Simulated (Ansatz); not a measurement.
Breaking the In1–Cl2 bond in InCl (multiplicity 1 held). Energies count from the point at 2.441 Å.


Signs of static correlation in def2-TZVPP, from Ansatz (a first-principles code) runs.

```
R (Å)  T1 of restricted CCSD  ⟨S²⟩ of UHF  largest double amplitude of restricted CCSD
-----  ---------------------  -----------  -------------------------------------------
1.953                  0.009        0.000                                        0.069
2.197                  0.010        0.000                                        0.071
2.441                  0.011        0.000                                        0.066
2.685                  0.012        0.000                                        0.054
2.929                  0.013        0.000                                        0.056
3.295                  0.016        0.000                                        0.079
3.661                  0.019        0.000                                        0.088
4.272                    [?]        0.000                                        0.093
4.882                    [?]        0.000                                        0.094
5.614                  0.039        1.012                                        0.095
6.591                  0.085        1.022                                        0.096
7.811                  0.029        1.023                                        0.096
9.764                  0.009        1.023                                        0.096
```

Some entries are withheld; supply them.


- 4.272, T1 of restricted CCSD: 0.024
- 4.882, T1 of restricted CCSD: 0.029

Doubts at one or more of the structures used: a restricted determinant that unrestricted orbitals would lower (R-CCSD(T)/def2-TZVPP); T1 above 0.05 (R-CCSD(T)/def2-TZVPP, U-CCSD(T)/def2-TZVPP); a spin-contaminated determinant (U-CCSD(T)/def2-TZVPP); the program's own flag: other amplitudes (U-CCSD(T)/def2-TZVPP).
